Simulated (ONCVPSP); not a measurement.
**PBEsol ONCV dataset for boron (B), scalar-relativistic all-electron reference.**

| Quantity | Value |
| --- | --- |
| Element | B (Z = 5) |
| Generator | ONCVPSP 4.0.1 |
| Type | optimised norm-conserving Vanderbilt (ONCV) |
| Functional | PBEsol |
| Relativity | scalar-relativistic |
| Frozen core | [He] |
| Valence charge | 3 |
| Reference configuration | 2s2 2p0.75 (charge +0.25) |
| Partial waves | 2s: rc 1.55 bohr, ncon 5, nbas 8, qcut 4 1/bohr, 2 projectors, debl 0.8 Ha; 2p: rc 2.15 bohr, ncon 5, nbas 9, qcut 5.9 1/bohr, 3 projectors, debl 1.8 Ha; d scattering state at 0.14 Ha: rc 1.65 bohr, ncon 4, nbas 8, qcut 6.2 1/bohr, 1 projector |
| Local potential | polynomial inside 1.30 bohr (lpopt 5, dvloc0 0 Ha) |
| Core correction | Teter function, fcfact 5, rcfact 1.6 |

All-electron outer shells of the reference configuration (PBEsol, scalar-relativistic, ld1.x):

```json
{"shell": "1s", "level (eV)": "-182.28", "outermost node (bohr)": "–", "outermost maximum (bohr)": "0.21"}
{"shell": "2s", "level (eV)": "-11.60", "outermost node (bohr)": "0.46", "outermost maximum (bohr)": "1.52"}
{"shell": "2p", "level (eV)": "-5.67", "outermost node (bohr)": "–", "outermost maximum (bohr)": "1.53"}
```

Calculated quality:

| Item | Value |
| --- | --- |
| Cutoffs needed | 22 Ha and 58 Ha (the cutoffs (Ha) at which the residual kinetic energy of the hardest occupied pseudo-wave falls to 1 and 0.1 mHa per electron) |
| Ghost test | no bound ghost flagged; no localised positive-energy state flagged |
| Largest excitation error | +32 meV (all-electron minus pseudo) for 2s1 2p0, out of 4 test configurations |
| rms error of d²Exc/dni dnj | 2.44 mHa without and 1.04 mHa with the model core |

Generation and tests took about 3.1 s on one core of a shared server CPU.
